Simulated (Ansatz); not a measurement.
Ge₂H₆O₂ (`[OH][GeH2][GeH2][OH]`), relaxed with RKS PBE0-D4/def2-TZVP in the Gaussian-basis code of Ansatz from a PBE-D4/def2-SVP geometry. The force threshold is 0.005 eV/Å; the program also tests the step.

Total charge 0; spin multiplicity 1.

Start:

```xyz
10

O     1.952   -0.063    1.598
Ge    0.557   -0.828    0.726
Ge   -0.739    0.874   -0.482
O    -2.091    0.086   -1.397
H     2.544    0.383    0.966
H    -0.255   -1.491    1.867
H     1.070   -1.929   -0.261
H    -1.475    1.847    0.471
H     0.177    1.686   -1.456
H    -1.740   -0.564   -2.034
```

**Question.** By how much does the energy fall, and how many steps does the optimiser take? (Estimate.)

**Answer.** Computed: 4.06 kJ/mol, in 12 steps, 1 of them rejected.

**Question.** Which bonds change most? (An estimate is asked.)

**Answer.** The calculation gave: O1–Ge2 from 1.814 to 1.791 Å; Ge3–O4 from 1.812 to 1.791 Å; Ge2–H7 from 1.565 to 1.547 Å; Ge3–H9 from 1.564 to 1.547 Å.

**Question.** Give the relaxed structure. (Best estimate.)

**Answer.** The calculation gave: 
```xyz
10

O     1.980   -0.036    1.494
Ge    0.531   -0.807    0.777
Ge   -0.781    0.858   -0.437
O    -2.011    0.042   -1.451
H     2.604    0.262    0.829
H    -0.209   -1.396    1.986
H     0.972   -1.942   -0.178
H    -1.606    1.767    0.484
H     0.141    1.715   -1.337
H    -1.621   -0.464   -2.167
```
